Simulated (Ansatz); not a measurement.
A nudged elastic band was laid between two geometries of AlCl2H4InO2 (10 atoms, charge 0, multiplicity 1).

These are results of RKS PBE0-D4/def2-SVP in Ansatz 0.2.0, not measurements.

```yaml
movable_images: 9
climbing_image: yes
spring: 5.0 eV/Å²
optimiser: quadratic models (default)
start_path: through a guess of the saddle point
force_threshold: 0.05 eV/Å
iteration_limit: 60
end_points: relaxed
```

First end point:

```xyz
10
Properties=species:S:1:pos:R:3
In 0.134 0.173 0.414
Cl 0.380 -0.927 2.461
O 1.294 -0.054 -1.174
H 1.847 -0.842 -1.103
Cl -2.279 0.420 -0.265
O -0.243 2.246 0.816
Al -1.975 2.673 0.318
H -2.027 3.487 -1.036
H -2.839 2.995 1.607
H 0.179 2.662 1.577
```

Last end point:

```xyz
10
Properties=species:S:1:pos:R:3
In 0.201 0.060 0.606
Cl 0.316 -0.847 2.742
O 1.447 -0.359 -0.874
H 1.152 0.035 -1.704
Cl -2.173 0.308 -0.240
O -0.172 2.171 0.882
Al -1.858 2.583 0.239
H -1.785 3.303 -1.170
H -2.808 3.003 1.436
H 0.149 2.576 1.697
```

Question: What changes between the two ends?

Answer: No bond is made or broken.

Question: What energy profile does the band end with?

Answer: The forces met the threshold. The highest image is number 2 of 0 to 10, 2.4 kJ/mol above the ends, which have the same energy within 2 meV. A vibrational analysis at the climbing image gives one clearly imaginary mode, 153i cm⁻¹: a first-order saddle point.

```csv
image,path coordinate (Å),energy (kJ/mol)
0,0.00,0.0
1,0.51,1.1
2,1.01,2.4
3,1.14,2.3
4,1.27,1.9
5,1.39,1.4
6,1.52,0.9
7,1.65,0.4
8,1.77,0.1
9,1.90,-0.1
10,2.03,-0.1
```

Question: What is the geometry of the highest image?

Answer: 
```xyz
10
Properties=species:S:1:pos:R:3:forces:R:3
In 0.226 0.172 0.530 0.00 0.00 0.00
Cl 0.331 -0.837 2.629 0.00 0.00 0.00
O 1.523 -0.061 -0.950 0.00 0.00 0.00
H 1.227 -0.714 -1.596 0.00 0.00 0.00
Cl -2.147 0.373 -0.311 0.00 0.00 0.00
O -0.195 2.246 0.904 0.00 0.00 0.00
Al -1.892 2.640 0.271 0.00 0.00 0.00
H -1.853 3.429 -1.098 0.00 0.00 0.00
H -2.848 2.966 1.492 0.00 0.00 0.00
H 0.098 2.618 1.744 0.00 0.00 0.00
```

Question: What are the harmonic wavenumbers there?

Answer: 153i, 50, 74, 86, 109, 120, 187, 240, 304, 333, 377, 428, 448, 541, 603, 621, 686, 770, 820, 907, 1951, 1970, 3890, 3895 cm⁻¹.

The run took 19 min on 4 threads of Arm Neoverse V2 (shared host), peak memory 0.44 GiB.
